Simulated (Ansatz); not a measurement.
## Molecular dynamics of H₄CO

The input (input.yaml):

```yaml
accuracy: low
crystal:
  lattice:
    - [7.380323, 0.0, 0.0]
    - [0.0, 7.380323, 0.0]
    - [0.0, 0.0, 7.380323]
  atoms:
    - { symbol: C, position: [0.62099533, 0.42724985, 0.18720178] }
    - { symbol: O, position: [0.7828792, 0.32637341, 0.15683753] }
    - { symbol: H, position: [0.65092056, 0.53984804, 0.28001447] }
    - { symbol: H, position: [0.78078013, 0.28272299, 0.02958872] }
    - { symbol: H, position: [0.5677409, 0.48386407, 0.05983724] }
    - { symbol: H, position: [0.51526801, 0.34168534, 0.24962645] }
    - { symbol: C, position: [0.71688304, 0.42589137, 0.69716674] }
    - { symbol: O, position: [0.76686616, 0.25989329, 0.78564562] }
    - { symbol: H, position: [0.57158156, 0.45155756, 0.71878604] }
    - { symbol: H, position: [0.81831755, 0.18168275, 0.68960393] }
    - { symbol: H, position: [0.79599632, 0.53935605, 0.752158] }
    - { symbol: H, position: [0.74449383, 0.4168392, 0.55167755] }
    - { symbol: C, position: [0.26321786, 0.58537257, 0.50193866] }
    - { symbol: O, position: [0.09305496, 0.51593711, 0.56138892] }
    - { symbol: H, position: [0.23526311, 0.67307671, 0.38504736] }
    - { symbol: H, position: [0.11611369, 0.42147988, 0.65006117] }
    - { symbol: H, position: [0.3307002, 0.6673563, 0.60688587] }
    - { symbol: H, position: [0.35511873, 0.47624244, 0.45761881] }
    - { symbol: C, position: [0.30849456, 0.06824856, 0.61315622] }
    - { symbol: O, position: [0.20249868, -0.03771221, 0.73337146] }
    - { symbol: H, position: [0.22115454, 0.10785809, 0.49886486] }
    - { symbol: H, position: [0.25147525, -0.02469547, 0.85665113] }
    - { symbol: H, position: [0.36120778, 0.19152077, 0.67950286] }
    - { symbol: H, position: [0.42740018, -0.00739177, 0.56116951] }
    - { symbol: C, position: [0.18424337, 0.22947251, 0.09010781] }
    - { symbol: O, position: [0.26663842, 0.05259023, 0.08871614] }
    - { symbol: H, position: [0.07832351, 0.22566944, -0.01393199] }
    - { symbol: H, position: [0.35386748, 0.04564176, 0.18751075] }
    - { symbol: H, position: [0.12205007, 0.26150256, 0.22112685] }
    - { symbol: H, position: [0.282422, 0.3361212, 0.05398792] }
    - { symbol: C, position: [0.84234598, 0.92166674, 0.40575954] }
    - { symbol: O, position: [0.88113795, 1.10582613, 0.44937279] }
    - { symbol: H, position: [0.92062176, 0.83418059, 0.49719013] }
    - { symbol: H, position: [0.84344304, 1.18185989, 0.34554302] }
    - { symbol: H, position: [0.69645346, 0.89011702, 0.42358421] }
    - { symbol: H, position: [0.88096645, 0.89082233, 0.26459712] }
basis:
  ecutwfc: 420.0
kpoints:
  mp_grid: { grid: [1, 1, 1] }
hamiltonian:
  xc: pbe
  dispersion: d3bj
scf:
  occupations: { method: fermi_dirac, width: 0.02 }
  lower_state_search: "off"
md:
  timestep: 0.5
  n_steps: 270
  ensemble: nvt_langevin
  temperature: 500.0
  initial_velocities: maxwell_boltzmann
  seed: 829043
  friction: 0.02
```

Run as:

```bash
$ ansatz run input.yaml --threads 1 --pin off --max-ram 3072MiB --backend cpu --events-out ev --progress --plain --runs-dir out
```

It starts from a partly relaxed structure (largest force component 0.20 eV/Å).

Output, in part (step lines):

```
md step     0: t =     0.00 fs  T =   486.1 K  F+E_penalty+E_count = -5293.74986612 eV  E_kin = 2.262050 eV  (9 SCF iters)
md step     1: t =     0.50 fs  T =   461.1 K  F+E_penalty+E_count = -5293.69158839 eV  E_kin = 2.145544 eV  (8 SCF iters)
md step     2: t =     1.00 fs  T =   412.3 K  F+E_penalty+E_count = -5293.53334977 eV  E_kin = 1.918380 eV  (8 SCF iters)
md step     3: t =     1.50 fs  T =   350.3 K  F+E_penalty+E_count = -5293.31989543 eV  E_kin = 1.630126 eV  (8 SCF iters)
md step     4: t =     2.00 fs  T =   302.6 K  F+E_penalty+E_count = -5293.11587001 eV  E_kin = 1.408162 eV  (8 SCF iters)
md step     5: t =     2.50 fs  T =   262.1 K  F+E_penalty+E_count = -5292.97916542 eV  E_kin = 1.219469 eV  (6 SCF iters)
md step     6: t =     3.00 fs  T =   260.5 K  F+E_penalty+E_count = -5292.93131312 eV  E_kin = 1.212412 eV  (6 SCF iters)
md step     7: t =     3.50 fs  T =   255.3 K  F+E_penalty+E_count = -5292.96122925 eV  E_kin = 1.188030 eV  (6 SCF iters)
[... lines left out ...]
```

The steps, from the saved trajectory:

```csv
time (fs),T (K),potential energy less start (eV)
0.0,486,0.000
4.5,305,0.686
9.0,268,0.966
13.5,267,1.143
18.0,271,1.280
22.5,400,0.700
27.0,325,1.053
31.5,345,1.168
36.0,383,1.071
40.5,346,1.383
45.0,372,1.457
49.5,367,1.584
54.0,379,1.581
58.5,407,1.599
63.0,416,1.646
67.5,403,1.822
72.0,489,1.583
76.5,469,1.647
81.0,430,2.232
85.5,530,1.664
90.0,556,1.570
94.5,421,2.181
99.0,473,1.823
103.5,457,1.889
108.0,433,1.991
112.5,564,1.685
117.0,549,1.628
121.5,507,1.737
126.0,374,2.219
130.5,435,1.974
135.0,461,1.578
```

The run went to its last step. A run of 0.14 ps of so small a system gives no equilibrium averages. Limits of this set-up: coarse k mesh, low accuracy level.

Mean squared displacements from the first frame to the last, about the centre of mass: C 0.13 Å², O 0.25 Å², H 0.78 Å².

Last frame:

```xyz
36
Lattice="7.3803 0.0000 0.0000 0.0000 7.3803 0.0000 0.0000 0.0000 7.3803" Properties=species:S:1:pos:R:3
C 4.383 3.291 2.166
O 5.412 2.520 1.426
H 4.983 4.117 2.661
H 4.914 2.055 0.730
H 3.593 3.751 1.543
H 3.915 2.700 2.946
C 5.126 3.511 5.643
O 5.775 2.245 5.959
H 4.120 3.423 5.311
H 5.631 1.683 5.116
H 5.421 4.151 6.440
H 5.572 3.921 4.700
C 1.754 4.646 4.048
O 1.150 3.391 4.039
H 1.922 5.057 3.074
H 0.197 3.507 3.801
H 1.252 5.430 4.739
H 2.769 4.477 4.600
C 2.428 0.582 4.703
O 1.593 0.106 5.706
H 2.326 1.666 4.494
H 1.974 0.239 6.646
H 3.536 0.326 4.716
H 2.122 -0.009 3.826
C 1.582 2.116 0.623
O 2.462 0.953 0.838
H 1.200 2.100 -0.407
H 2.067 0.491 1.565
H 0.699 2.157 1.210
H 2.079 3.135 0.779
C 6.070 6.835 3.401
O 6.101 8.242 3.525
H 6.069 6.432 4.493
H 5.922 8.604 2.567
H 5.142 6.521 2.982
H 6.913 6.401 2.970
```

The run took 9.7 min on 1 thread of Intel(R) Xeon(R) Platinum 8259CL CPU @ 2.50GHz (Skylake/Cascade Lake), with other jobs on the host, peak memory 0.5 GiB.
